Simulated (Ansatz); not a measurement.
**What GeHBr (SMILES [GeH][Br]) costs in Ansatz**

The species is GeHBr (3 atoms), meant as a singlet with charge 0. SMILES: `[GeH][Br]`. Geometry: relaxed at PBE0-D4/def2-TZVP.

```xyz
3

Ge    0.3594   -0.8599    0.0940
Br    0.6736    1.4172    0.5259
H    -1.0440   -0.6222   -0.6332
```

Program: Ansatz 0.2.0. Hardware: 1 thread of AMD EPYC 7R43 (Zen 3), shared host, so times are rough. Ansatz fits the integrals of SCF and DFT runs by default. Its times include its search for lower SCF states.

**Question.** Estimate their order by wall time, quickest first.
A. gradient at HF/def2-SVP
B. gradient at PBE/pcseg-2
C. gradient at HF/STO-3G

**Answer.** C (0.91 s), A (3.6 s), B (9.6 s).
